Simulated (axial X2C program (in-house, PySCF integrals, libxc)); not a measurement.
# SrCl⁻ at several levels of theory

Computed with an in-house all-electron X2C program for linear molecules (integrals from PySCF). Spin-free means the one-electron spin-free X2C Hamiltonian; two-component (2c) means X2C with spin–orbit coupling and atomic mean-field two-electron Coulomb and Gaunt terms, so the difference of the two also holds small scalar two-electron terms. Basis: Sr dyall-acv3z [14s13p9d6f1g], Cl dyall-av3z [9s8p3d2f] (cores contracted in-house); Gaussian nuclei, density fitting, unrestricted open shells. Masses: Sr 87.906 u, Cl 34.969 u.

State, spin-free: M_S = 0, Λ = 0 (closed shell); electrons by block: σα: 14, σβ: 14, π+α: 6, π+β: 6, π-α: 6, π-β: 6, δ+α: 1, δ+β: 1, δ-α: 1, δ-β: 1. Fragments: Sr + Cl-.

State, 2c: Ω = 0 (closed shell); electrons by block: 1/2: 20, -1/2: 20, 3/2: 7, -3/2: 7, 5/2: 1, -5/2: 1. Fragments: Sr + Cl-.

```
Hamiltonian      level  Re (Å)  ωe (cm⁻¹)  αe (cm⁻¹)  De (eV)  D0 (eV)  k (mdyn/Å)  μ (D)
         2c       PBE0   2.675      242.0   0.000586     1.90     1.89       0.863   1.87
         2c         HF   2.751      231.0   0.000549     1.76     1.74       0.786   2.64
         2c        MP2   2.748      230.4   0.000543     1.83     1.82       0.782    n/a
         2c       CCSD   2.751      230.6   0.000539     1.90     1.89       0.784    n/a
         2c    CCSD(T)   2.751      230.4   0.000537     1.90     1.88       0.782    n/a
         2c  BHandHLYP   2.709      235.0   0.000579     1.73     1.72       0.814   1.48
```

Spin-free values that have a 2c row agree with it to the digits that matter (0.001 Å, 0.01 eV) and are not repeated.

Correlated methods: 10 electrons correlated (number of frozen shells: Sr 4 s, 3 p, 1 d; Cl 2 s, 1 p), 292 virtual spin orbitals or spinors in MP2, 90 natural virtuals in coupled cluster.

Dipoles are positive if Cl is the positive end and refer to the centre of mass.

Occupations by symmetry block were frozen at the best pattern of an incomplete PBE0 search. De is counted from the lowest determinant-based energies of the atoms at the same level, without counterpoise correction. Coupled cluster ran in a truncated set of natural virtual spinors; the MP2 energy of the rest was added. (T) has no such correction and the atoms are truncated less, which lowers De at CCSD(T) by a hundredth of an eV or more. The outer-core s and p shells of the metal are frozen in the correlated rows, which leaves out core–valence correlation; for alkali and alkaline-earth bonds that tends to lengthen them. The highest occupied level of some functionals is positive through self-interaction error; at Hartree–Fock it is bound. With the outer-core shells frozen, correlated bond lengths of heavy atoms tend to come out a few hundredths of an ångström too long. Hartree–Fock gets electron affinities wrong, so its lowest charge split need not be the true one.

Rough cost a point (2c) on 1 thread(s) of a shared host, integrals apart: PBE0 1.1 s, HF 0.8 s, CCSD(T) 4 s, BHandHLYP 1.1 s.

The whole task took 3.1 min on 1 thread of Arm Neoverse V1, with other jobs on the host.
